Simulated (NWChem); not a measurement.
System: C$_{3}$H$_{2}$F$_{4}$; SMILES FC(F)=CC(F)F

Here is an NWChem input.

```
start job
memory heap 200 mb stack 900 mb global 1100 mb
geometry units angstroms noautosym nocenter noautoz
  F     -1.217673     1.523035     0.000000
  C      0.065834     1.264321     0.000000
  F      0.753757     2.371842     0.000000
  C      0.595217     0.047095     0.000000
  C     -0.228215    -1.189158     0.000000
  F      0.061147    -1.941995     1.087251
  F      0.061147    -1.941995    -1.087251
  H      1.681384    -0.051564     0.000000
  H     -1.311243    -0.980617     0.000000
end
basis spherical
  F library 6-31g*
  C library 6-31g*
  H library 6-31g*
end
dft
  xc hfexch
  iterations 150
  mulliken
end
task dft energy
esp
  recalculate
  probe 0.07
  range 0.3
  factor 1.0
  spacing 0.02
end
task esp
```

Output (shortened):

```
             Northwest Computational Chemistry Package (NWChem) 7.3.0
             --------------------------------------------------------

                             Geometry "geometry" -> ""
                             -------------------------

 Output coordinates in angstroms (scale by  1.889725989 to convert to a.u.)

  No.       Tag          Charge          X              Y              Z
 ---- ---------------- ---------- -------------- -------------- --------------
    1 F                    9.0000    -1.21767300     1.52303500     0.00000000
    2 C                    6.0000     0.06583400     1.26432100     0.00000000
    3 F                    9.0000     0.75375700     2.37184200     0.00000000
    4 C                    6.0000     0.59521700     0.04709500     0.00000000
    5 C                    6.0000    -0.22821500    -1.18915800     0.00000000
    6 F                    9.0000     0.06114700    -1.94199500     1.08725100
    7 F                    9.0000     0.06114700    -1.94199500    -1.08725100
    8 H                    1.0000     1.68138400    -0.05156400     0.00000000
    9 H                    1.0000    -1.31124300    -0.98061700     0.00000000

 Effective nuclear repulsion energy (a.u.)     311.6220305145

  xc_inp: hfexch multiplicative factor not found.

                                 NWChem DFT Module
                                 -----------------

 Summary of "ao basis" -> "ao basis" (spherical)
 ------------------------------------------------------------------------------
       Tag                 Description            Shells   Functions and Types
 ---------------- ------------------------------  ------  ---------------------
 F                           6-31g*                  6       14   3s2p1d
 C                           6-31g*                  6       14   3s2p1d
 H                           6-31g*                  2        2   2s

            General Information
            -------------------
          SCF calculation type: DFT
          Wavefunction type:  closed shell.
          No. of atoms     :     9
          No. of electrons :    56
           Alpha electrons :    28
            Beta electrons :    28
          Charge           :     0
          Spin multiplicity:     1
          Use of symmetry is: off; symmetry adaption is: off
          Maximum number of iterations: 150
          AO basis - number of functions:   102
                     number of shells:    46
          Convergence on energy requested:  1.00D-06
          Convergence on density requested:  1.00D-05
          Convergence on gradient requested:  5.00D-04

              XC Information
              --------------
                     Hartree-Fock (Exact) Exchange  1.000

      Superposition of Atomic Density Guess
      -------------------------------------

 Sum of atomic energies:        -511.46655561

      Non-variational initial energy
      ------------------------------

 Total energy =    -514.075801
 1-e energy   =   -1330.270175
 2-e energy   =     504.572343
 HOMO         =      -0.260799
 LUMO         =       0.105563

     ---------------------------------------------
      Total Density - Mulliken Population Analysis
     ---------------------------------------------

    Atom       Charge   Shell Charges
 -----------   ------   -------------------------------------------------------
    1 F    9     9.42   2.00  0.94  3.38  1.01  2.09  0.01
    2 C    6     4.74   2.00  0.64  1.34  0.30  0.36  0.11
    3 F    9     9.42   2.00  0.94  3.38  1.00  2.09  0.01
    4 C    6     6.71   2.00  0.74  2.13  0.57  1.24  0.03
    5 C    6     5.05   2.00  0.65  1.42  0.41  0.47  0.10
    6 F    9     9.51   2.00  0.95  3.42  1.01  2.12  0.01
    7 F    9     9.51   2.00  0.95  3.42  1.01  2.12  0.01
    8 H    1     0.76   0.46  0.31
    9 H    1     0.89   0.50  0.38

   convergence    iter        energy       DeltaE   RMS-Dens  Diis-err
 ---------------- ----- ----------------- --------- --------- ---------
 d= 0,ls=0.0,diis     1   -512.3179095815 -8.24D+02  7.98D-03  1.40D+00
 d= 0,ls=0.0,diis     2   -512.4433898782 -1.25D-01  2.77D-03  3.97D-01
 d= 0,ls=0.0,diis     3   -512.4783733308 -3.50D-02  7.51D-04  9.51D-03
 d= 0,ls=0.0,diis     4   -512.4799886578 -1.62D-03  3.11D-04  8.48D-04
 d= 0,ls=0.0,diis     5   -512.4801780745 -1.89D-04  1.18D-04  9.43D-05
  Resetting Diis
 d= 0,ls=0.0,diis     6   -512.4802002852 -2.22D-05  5.08D-05  1.01D-05
 d= 0,ls=0.0,diis     7   -512.4802040654 -3.78D-06  1.31D-05  1.51D-06
 d= 0,ls=0.0,diis     8   -512.4802043604 -2.95D-07  5.64D-06  2.35D-07

         Total DFT energy =     -512.480204360417
      One electron energy =    -1330.869526381200
           Coulomb energy =      563.428997435880
    Exchange-Corr. energy =      -56.661705929611
 Nuclear repulsion energy =      311.622030514514

 Numeric. integr. density =        0.000000000000

                       DFT Final Molecular Orbital Analysis
                       ------------------------------------

 Vector   26  Occ=2.000000D+00  E=-6.161832D-01
              MO Center=  1.3D-02, -1.2D+00,  9.6D-12, r^2= 2.8D+00
   Bfn.  Coefficient  Atom+Function         Bfn.  Coefficient  Atom+Function
  ----- ------------  ---------------      ----- ------------  ---------------
    74      0.356559  6 F  py                88      0.356559  7 F  py
    78      0.275002  6 F  py                92      0.275002  7 F  py
    60     -0.225930  5 C  py                46      0.208836  4 C  py
    62     -0.197366  5 C  s                 32      0.141976  3 F  py
    18     -0.130727  2 C  py               101     -0.122146  9 H  s

 Vector   27  Occ=2.000000D+00  E=-5.308359D-01
              MO Center= -1.2D-01, -1.1D+00, -2.2D-14, r^2= 2.2D+00
   Bfn.  Coefficient  Atom+Function         Bfn.  Coefficient  Atom+Function
  ----- ------------  ---------------      ----- ------------  ---------------
    59      0.335899  5 C  px                73     -0.282196  6 F  px
    87     -0.282196  7 F  px               101     -0.227953  9 H  s
    77     -0.223339  6 F  px                91     -0.223339  7 F  px
    45     -0.217000  4 C  px               102     -0.203175  9 H  s
    49     -0.193617  4 C  px                46     -0.190771  4 C  py

 Vector   28  Occ=2.000000D+00  E=-4.075613D-01
              MO Center=  3.3D-01,  5.6D-01, -2.5D-16, r^2= 1.8D+00
   Bfn.  Coefficient  Atom+Function         Bfn.  Coefficient  Atom+Function
  ----- ------------  ---------------      ----- ------------  ---------------
    47      0.415114  4 C  pz                19      0.355215  2 C  pz
    51      0.345249  4 C  pz                23      0.200107  2 C  pz
    33     -0.186871  3 F  pz                 5     -0.183816  1 F  pz
    37     -0.168079  3 F  pz                 9     -0.164880  1 F  pz
    74     -0.092701  6 F  py                88      0.092701  7 F  py

 Vector   29  Occ=0.000000D+00  E= 1.618548D-01
              MO Center=  2.2D-01,  6.0D-01,  8.6D-15, r^2= 2.3D+00
   Bfn.  Coefficient  Atom+Function         Bfn.  Coefficient  Atom+Function
  ----- ------------  ---------------      ----- ------------  ---------------
    23      0.621445  2 C  pz                51     -0.536488  4 C  pz
    19      0.510802  2 C  pz                47     -0.315969  4 C  pz
    65     -0.237196  5 C  pz                37     -0.192734  3 F  pz
     9     -0.189125  1 F  pz                33     -0.168112  3 F  pz
     5     -0.161135  1 F  pz                76      0.157686  6 F  s

 Vector   30  Occ=0.000000D+00  E= 2.512685D-01
              MO Center=  9.6D-01, -2.6D-01,  1.2D-14, r^2= 4.0D+00
   Bfn.  Coefficient  Atom+Function         Bfn.  Coefficient  Atom+Function
  ----- ------------  ---------------      ----- ------------  ---------------
   100      1.833697  8 H  s                 48     -1.180675  4 C  s
    49     -0.916610  4 C  px               102     -0.883652  9 H  s
    62      0.555693  5 C  s                 50      0.326704  4 C  py
    64      0.302184  5 C  py                20     -0.263214  2 C  s
    63     -0.256744  5 C  px                45     -0.202952  4 C  px

 Vector   31  Occ=0.000000D+00  E= 2.677315D-01
              MO Center= -6.7D-01, -4.7D-01,  5.4D-14, r^2= 4.0D+00
   Bfn.  Coefficient  Atom+Function         Bfn.  Coefficient  Atom+Function
  ----- ------------  ---------------      ----- ------------  ---------------
   102     -1.764312  9 H  s                 62      1.654397  5 C  s
   100     -0.973602  8 H  s                 49      0.822069  4 C  px
    63     -0.812890  5 C  px                64      0.544121  5 C  py
    20     -0.410716  2 C  s                  6      0.329971  1 F  s
    50      0.272525  4 C  py                59     -0.231472  5 C  px

     ---------------------------------------------
      Total Density - Mulliken Population Analysis
     ---------------------------------------------

    Atom       Charge   Shell Charges
 -----------   ------   -------------------------------------------------------
    1 F    9     9.38   2.00  0.93  3.30  1.05  2.08  0.02
    2 C    6     5.11   2.00  0.66  1.77  0.22  0.32  0.14
    3 F    9     9.37   2.00  0.93  3.30  1.04  2.08  0.02
    4 C    6     6.45   2.00  0.66  2.06  0.56  1.13  0.04
    5 C    6     5.26   2.00  0.68  1.80  0.30  0.36  0.13
    6 F    9     9.44   2.00  0.93  3.29  1.06  2.14  0.02
    7 F    9     9.44   2.00  0.93  3.29  1.06  2.14  0.02
    8 H    1     0.74   0.51  0.24
    9 H    1     0.82   0.54  0.28

     -------------------------------------------
      Total Density - Lowdin Population Analysis
     -------------------------------------------

    Atom       Charge   Shell Charges
 -----------   ------   -------------------------------------------------------
    1 F    9     9.10   1.99  0.92  3.18  0.80  2.17  0.04
    2 C    6     5.70   1.98  0.50  1.59  0.34  0.98  0.31
    3 F    9     9.09   1.99  0.92  3.18  0.80  2.16  0.04
    4 C    6     6.27   1.99  0.53  1.91  0.41  1.35  0.08
    5 C    6     5.76   1.99  0.50  1.63  0.38  0.97  0.29
    6 F    9     9.19   1.99  0.93  3.19  0.82  2.22  0.03
    7 F    9     9.19   1.99  0.93  3.19  0.82  2.22  0.03
    8 H    1     0.82   0.48  0.35
    9 H    1     0.88   0.52  0.36

     Multipole analysis of the density
     ---------------------------------

     L   x y z        total         alpha         beta         nuclear
     -   - - -        -----         -----         ----         -------
     0   0 0 0     -0.000000    -28.000000    -28.000000     56.000000

     1   1 0 0     -0.054705      0.074164      0.074164     -0.203034
     1   0 1 0      0.504494      0.441834      0.441834     -0.379174
     1   0 0 1      0.000000      0.000000      0.000000      0.000000

     2   2 0 0    -25.530413    -58.360203    -58.360203     91.189994
     2   1 1 0      0.753461     -0.974362     -0.974362      2.702185
     2   1 0 1     -0.000000     -0.000000     -0.000000      0.000000
     2   0 2 0    -31.881015   -298.848856   -298.848856    565.816697
     2   0 1 1     -0.000000     -0.000000     -0.000000      0.000000
     2   0 0 2    -28.858223    -52.421781    -52.421781     75.985339

                     NWChem Electrostatic Potential Fit Module
                     -----------------------------------------

 Atom parameters

 Number of atoms is                                    9
 Number of basis functions is                        102

 Grid parameters

 Maximum number of grid points is                  37593
 Number of grid points is                          37592
 Grid range                                     0.300000 nm
 Grid spacing                                   0.020000 nm
 Probe radius                                   0.070000 nm
 Atom radius factor                             1.000000

 Atomic radii

    1    0.100000
    6    0.147000
    9    0.128000
 FASTESP  F
  using M.O. file = ./job.movecs

    Atom              Coordinates                           Charge

                                                  ESP

    1 F    -0.121767    0.152304    0.000000   -0.181390
    2 C     0.006583    0.126432    0.000000    0.597186
    3 F     0.075376    0.237184    0.000000   -0.186387
    4 C     0.059522    0.004710    0.000000   -0.668661
    5 C    -0.022822   -0.118916    0.000000    0.892719
    6 F     0.006115   -0.194200    0.108725   -0.335713
    7 F     0.006115   -0.194200   -0.108725   -0.335562
    8 H     0.168138   -0.005156    0.000000    0.260377
    9 H    -0.131124   -0.098062    0.000000   -0.042569
                                            ------------
                                               -0.000000

 Dipole moment                                  0.523676

 Quadrupole moment Qxx                          9.605878
                   Qyy                         -9.559563
                   Qzz                         -0.046314

 RMS deviation kJ/mol                           0.053638

 RRMS %                                        25.618503
```

Level: Hartree-Fock/6-31G* (spherical d). The geometry was optimised at PBE0/def2-SVP.
